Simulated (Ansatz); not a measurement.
This geometry of ClGaH$_{4}$ (6 atoms, charge 0, multiplicity 1) is a first-order saddle point.

These are results of Ansatz, RKS PBE0-D4/def2-SVP, not measurements.

```xyz
6
Properties=species:S:1:pos:R:3
Ga 0.009 -0.097 -0.002
H 0.017 0.061 1.677
H 1.423 0.136 -0.603
H -1.423 0.062 -0.583
Cl 0.077 -2.437 0.974
H 0.047 -1.117 1.647
```

Problem. Which two structures does it join? (They come from a converged band through this point; their orientation in space is the band's.)

Solution. Bonds broken: Ga1–H2, Cl5–H6. Bonds formed: Ga1–Cl5, H2–H6. ClGaH4 becomes ClGaH2 + H2.

First end point:

```xyz
6
Properties=species:S:1:pos:R:3
Ga 0.001 0.186 0.010
H -0.004 0.697 1.504
H 1.363 0.113 -0.769
H -1.365 0.037 -0.752
Cl 0.079 -2.418 0.947
H 0.076 -2.008 2.169
```

Last end point:

```xyz
6
Properties=species:S:1:pos:R:3
Ga 0.020 -0.574 -0.281
H 0.011 0.261 2.049
H 1.412 0.098 -0.480
H -1.409 0.019 -0.462
Cl 0.082 -2.699 0.148
H 0.034 -0.499 2.135
```

Problem. How far does it lie above each of them?

Solution. 4.6 kcal/mol above the first and 25.8 kcal/mol above the second. This is the barrier of this one path; another mechanism may lie lower. The orbitals stay closed-shell, which can raise the energy where a bond breaks towards radicals; this wasn't checked here.

The run took 79 s on 1 thread of Arm Neoverse V2, with other jobs on the host, peak memory 0.14 GiB.
